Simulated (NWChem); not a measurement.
Program: NWChem. System: C2H5ClOSi, charge 0, spin multiplicity 1, at a geometry optimised with B3LYP/def2-SVP. The structure started from a generated list of species. Level: RHF/def2-TZVP.

NWChem printed:

```
             Northwest Computational Chemistry Package (NWChem) 7.3.0
             --------------------------------------------------------

                                NWChem Input Module
                                -------------------

 Scaling coordinates for geometry "geometry" by  1.889725989
 (inverse scale =  0.529177249)

                             Geometry "geometry" -> ""
                             -------------------------

 Output coordinates in angstroms (scale by  1.889725989 to convert to a.u.)

  No.       Tag          Charge          X              Y              Z
 ---- ---------------- ---------- -------------- -------------- --------------
    1 C                    6.0000     1.59094900    -0.88708300    -0.74923500
    2 Si                  14.0000     0.19562600     0.29305000    -0.35243800
    3 Cl                  17.0000     0.39502400     1.10878300     1.56112900
    4 C                    6.0000    -1.48298000    -0.66695100    -0.43184300
    5 O                    8.0000    -1.69747100    -1.38575500    -1.38254600
    6 H                    1.0000     1.71290200    -1.63606500     0.04853100
    7 H                    1.0000     1.34934800    -1.41395000    -1.68697700
    8 H                    1.0000     2.54512600    -0.35335500    -0.87756900
    9 H                    1.0000     0.12089400     1.41523800    -1.32799700
   10 H                    1.0000    -2.25048000    -0.55363600     0.38578200

 Effective nuclear repulsion energy (a.u.)     268.4759727465

            Nuclear Dipole moment (a.u.)
            ----------------------------
        X                 Y               Z
 ---------------- ---------------- ----------------
     0.0000151178    -0.0000018897    -0.0000094486


 Summary of "ao basis" -> "" (spherical)
 ------------------------------------------------------------------------------
       Tag                 Description            Shells   Functions and Types
 ---------------- ------------------------------  ------  ---------------------
 *                         def2-tzvp                  on all atoms

 Summary of "ao basis" -> "ao basis" (spherical)
 ------------------------------------------------------------------------------
       Tag                 Description            Shells   Functions and Types
 ---------------- ------------------------------  ------  ---------------------
 C                         def2-tzvp                11       31   5s3p2d1f
 Si                        def2-tzvp                13       37   5s5p2d1f
 Cl                        def2-tzvp                13       37   5s5p2d1f
 O                         def2-tzvp                11       31   5s3p2d1f
 H                         def2-tzvp                 4        6   3s1p

                                 NWChem SCF Module
                                 -----------------

  ao basis        = "ao basis"
  functions       =   197
  atoms           =    10
  closed shells   =    28
  open shells     =     0
  charge          =   0.00
  wavefunction    = RHF
  use symmetry    = F
  symmetry adapt  = F

 Summary of "ao basis" -> "ao basis" (spherical)
 ------------------------------------------------------------------------------
       Tag                 Description            Shells   Functions and Types
 ---------------- ------------------------------  ------  ---------------------
 C                         def2-tzvp                11       31   5s3p2d1f
 Si                        def2-tzvp                13       37   5s5p2d1f
 Cl                        def2-tzvp                13       37   5s5p2d1f
 O                         def2-tzvp                11       31   5s3p2d1f
 H                         def2-tzvp                 4        6   3s1p

 Forming initial guess at       0.1s

      Superposition of Atomic Density Guess
      -------------------------------------

 Sum of atomic energies:        -900.93910876

      Non-variational initial energy
      ------------------------------

 Total energy =    -902.883215
 1-e energy   =   -1776.319943
 2-e energy   =     604.960755
 HOMO         =      -0.273697
 LUMO         =      -0.068742

 Starting SCF solution at       6.8s

 ----------------------------------------------
         Quadratically convergent ROHF

 Convergence threshold     :          1.000E-07
 Maximum no. of iterations :          100
 Final Fock-matrix accuracy:          1.000E-09
 ----------------------------------------------

              iter       energy          gnorm     gmax       time
             ----- ------------------- --------- --------- --------
                 1     -901.9611001276  1.26D+00  2.70D-01     12.8
                 2     -902.0545320611  4.25D-01  5.51D-02     27.4
                 3     -902.0718828823  3.89D-02  6.22D-03     47.4
                 4     -902.0721466346  1.25D-03  1.56D-04     78.7
                 5     -902.0721468787  9.28D-07  2.06D-07    134.9
                 6     -902.0721468787  6.40D-09  1.91D-09    177.1

       Final RHF  results
       ------------------

         Total SCF energy =   -902.072146878741
      One-electron energy =  -1779.415805779096
      Two-electron energy =    608.867686153848
 Nuclear repulsion energy =    268.475972746507

        Time for solution =    170.3s

             Final eigenvalues
             -----------------

              1
    1 -104.8339
    2  -68.8277
    3  -20.5802
    4  -11.3337
    5  -11.2322
    6  -10.5632
    7   -8.0298
    8   -8.0289
    9   -8.0289
   10   -6.1736
   11   -4.2805
   12   -4.2796
   13   -4.2792
   14   -1.4072
   15   -1.1023
   16   -0.9658
   17   -0.8491
   18   -0.7142
   19   -0.6618
   20   -0.6109
   21   -0.5847
   22   -0.5673
   23   -0.5456
   24   -0.5193
   25   -0.5074
   26   -0.4804
   27   -0.4525
   28   -0.4002
   29    0.0774
   30    0.1355
   31    0.1404
   32    0.1572
   33    0.1786
   34    0.1927
   35    0.2044
   36    0.2180
   37    0.2420
   38    0.2551

                       ROHF Final Molecular Orbital Analysis
                       -------------------------------------

 Vector   26  Occ=2.000000D+00  E=-4.803796D-01
              MO Center=  2.2D-01,  8.5D-01,  1.2D+00, r^2= 2.7D+00
   Bfn.  Coefficient  Atom+Function         Bfn.  Coefficient  Atom+Function
  ----- ------------  ---------------      ----- ------------  ---------------
    83      0.406792   3 Cl px               86      0.263608   3 Cl px
    85     -0.227254   3 Cl pz               84      0.198472   3 Cl py
    80      0.186206   3 Cl px

 Vector   27  Occ=2.000000D+00  E=-4.525069D-01
              MO Center=  5.7D-01,  5.6D-01,  3.8D-01, r^2= 3.8D+00
   Bfn.  Coefficient  Atom+Function         Bfn.  Coefficient  Atom+Function
  ----- ------------  ---------------      ----- ------------  ---------------
    84      0.334876   3 Cl py               87      0.230067   3 Cl py
    83     -0.201008   3 Cl px               47     -0.154971   2 Si py
    81      0.155138   3 Cl py

 Vector   28  Occ=2.000000D+00  E=-4.001861D-01
              MO Center= -1.2D+00, -6.4D-01, -5.8D-01, r^2= 3.1D+00
   Bfn.  Coefficient  Atom+Function         Bfn.  Coefficient  Atom+Function
  ----- ------------  ---------------      ----- ------------  ---------------
   142      0.295139   5 O  px              145      0.265154   5 O  px
   148      0.214213   5 O  px               46      0.189503   2 Si px
   114     -0.185179   4 C  px              111     -0.174282   4 C  px
   193      0.173516  10 H  s               194      0.164504  10 H  s

 Vector   29  Occ=0.000000D+00  E= 7.735956D-02
              MO Center= -9.1D-01, -4.2D-01, -4.5D-01, r^2= 4.3D+00
   Bfn.  Coefficient  Atom+Function         Bfn.  Coefficient  Atom+Function
  ----- ------------  ---------------      ----- ------------  ---------------
     5      1.946175   1 C  s                49     -0.909779   2 Si px
    50      0.542266   2 Si py              110     -0.496146   4 C  s
   170     -0.481159   6 H  s               188     -0.482887   9 H  s
    36     -0.434271   2 Si s               182     -0.377713   8 H  s
    14      0.337198   1 C  pz              117     -0.335870   4 C  px

 Vector   30  Occ=0.000000D+00  E= 1.355377D-01
              MO Center=  1.4D-01,  4.3D-01, -4.9D-01, r^2= 6.6D+00
   Bfn.  Coefficient  Atom+Function         Bfn.  Coefficient  Atom+Function
  ----- ------------  ---------------      ----- ------------  ---------------
     5      2.999548   1 C  s                36     -1.858053   2 Si s
    50      1.503644   2 Si py               51      1.231836   2 Si pz
    73     -0.782148   3 Cl s               170     -0.763528   6 H  s
    12     -0.622132   1 C  px              117      0.571948   4 C  px
   110      0.519382   4 C  s               176     -0.517125   7 H  s

 Vector   31  Occ=0.000000D+00  E= 1.403985D-01
              MO Center=  1.3D+00,  3.6D-02, -5.7D-01, r^2= 7.5D+00
   Bfn.  Coefficient  Atom+Function         Bfn.  Coefficient  Atom+Function
  ----- ------------  ---------------      ----- ------------  ---------------
     5      4.470334   1 C  s                49     -2.022712   2 Si px
   110     -1.935311   4 C  s               182     -1.482778   8 H  s
   176     -1.267021   7 H  s               170     -1.235128   6 H  s
    50     -0.583862   2 Si py              118     -0.571980   4 C  py
   117     -0.515074   4 C  px               46     -0.435138   2 Si px

 center of mass
 --------------
 x =  -0.05361725 y =   0.06293988 z =   0.08678311

 moments of inertia (a.u.)
 ------------------
         826.800316334132        -161.963605978336        -161.400554577387
        -161.963605978336         926.062472234546        -357.384387765351
        -161.400554577387        -357.384387765351         798.730593229219

  Mulliken analysis of the total density
  --------------------------------------

    Atom       Charge   Shell Charges
 -----------   ------   -------------------------------------------------------
    1 C    6     6.51   0.85  1.12  0.46  0.71  0.06  1.25  1.52  0.47  0.01  0.03  0.00
    2 Si  14    13.34   2.00  0.58  1.39  0.81  0.31  4.12  1.73  0.52  1.23  0.16  0.17  0.26  0.06
    3 Cl  17    17.33   2.01  0.45  1.52  1.08  0.87  4.18  1.69  1.07  2.89  1.53  0.01  0.03  0.00
    4 C    6     5.93   0.86  1.12  0.51  0.66  0.10  1.13  1.17  0.20  0.04  0.12  0.01
    5 O    8     8.38   0.79  1.18  0.59  0.95  0.34  1.82  1.93  0.75  0.00  0.03  0.00
    6 H    1     0.87   0.26  0.48  0.10  0.02
    7 H    1     0.85   0.26  0.48  0.10  0.02
    8 H    1     0.87   0.26  0.48  0.10  0.02
    9 H    1     1.03   0.24  0.56  0.22  0.01
   10 H    1     0.91   0.26  0.50  0.12  0.02

       Multipole analysis of the density wrt the origin
       ------------------------------------------------

     L   x y z        total         open         nuclear
     -   - - -        -----         ----         -------
     0   0 0 0      0.000000      0.000000     56.000000

     1   1 0 0      0.466261      0.000000      0.000015
     1   0 1 0      0.190094      0.000000     -0.000002
     1   0 0 1      0.152265      0.000000     -0.000009

     2   2 0 0    -33.342558      0.000000    253.308407
     2   1 1 0     -2.801494      0.000000     72.638167
     2   1 0 1     -3.671791      0.000000     69.736070
     2   0 2 0    -35.788979      0.000000    185.571432
     2   0 1 1     -3.418709      0.000000    176.932343
     2   0 0 2    -36.424858      0.000000    244.544247

 Task  times  cpu:      177.2s     wall:      177.2s

 Total times  cpu:      177.2s     wall:      177.2s
```

Task: Write an NWChem input that would produce this output.

Result: Several could match; the one computed here: 
```
start mol
memory heap 200 mb stack 800 mb global 1000 mb
geometry units angstroms nocenter noautoz noautosym
  C      1.590949    -0.887083    -0.749235
  Si     0.195626     0.293050    -0.352438
  Cl     0.395024     1.108783     1.561129
  C     -1.482980    -0.666951    -0.431843
  O     -1.697471    -1.385755    -1.382546
  H      1.712902    -1.636065     0.048531
  H      1.349348    -1.413950    -1.686977
  H      2.545126    -0.353355    -0.877569
  H      0.120894     1.415238    -1.327997
  H     -2.250480    -0.553636     0.385782
end
basis spherical
  * library def2-tzvp
end
scf
  rhf
  nopen 0
  maxiter 100
  thresh 1e-7
  semidirect memsize 60000000 filesize 0
end
task scf energy
```
